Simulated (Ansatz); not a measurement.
The same hydrogenolysis along the group B, Al, Ga, In.

Program: Ansatz. Geometries: PBE0-D4/def2-TZVP. ΔE: electronic, gas phase. CCSD(T)/CBS adds triple-zeta CCSD(T) − MP2 to the extrapolated MP2 energy (def2 sets, frozen cores). Small cases extrapolate CCSD(T) itself. Functionals use def2-TZVPP. Elements past krypton have def2 core potentials. For Ga, In outer-core shells are correlated without core-valence functions, which leaves a few kJ/mol of doubt a bond. Scalar relativity is left out up to krypton. One conformer a species, not always the lowest.

```json
{"reaction": "`CBS` + H₂ → `BC` + H₂S", "RPA@PBE/def2-TZVPP (eV)": "0.79", "B97M-V (eV)": "0.87", "LDA (SPW92) (eV)": "1.00", "CCSD(T)/CBS(def2) (eV)": "0.84"}
{"reaction": "`[CH3][AlH][SH]` + H₂ → `[CH3][AlH2]` + H₂S", "RPA@PBE/def2-TZVPP (eV)": "1.01", "B97M-V (eV)": "1.01", "LDA (SPW92) (eV)": "1.12", "CCSD(T)/CBS(def2) (eV)": "1.15"}
{"reaction": "`[CH3][GaH][SH]` + H₂ → `[CH3][GaH2]` + H₂S", "RPA@PBE/def2-TZVPP (eV)": "0.86", "B97M-V (eV)": "0.84", "LDA (SPW92) (eV)": "0.93", "CCSD(T)/CBS(def2) (eV)": "0.96"}
{"reaction": "`[CH3][InH][SH]` + H₂ → `[CH3][InH2]` + H₂S", "RPA@PBE/def2-TZVPP (eV)": "0.83", "B97M-V (eV)": "0.81", "LDA (SPW92) (eV)": "0.87", "CCSD(T)/CBS(def2) (eV)": "0.96"}
```

Largest T1 diagnostic: 0.013, for `[CH3][InH][SH]`.

Extrapolated directly: `[CH3][AlH][SH]` + H₂ → `[CH3][AlH2]` + H₂S.
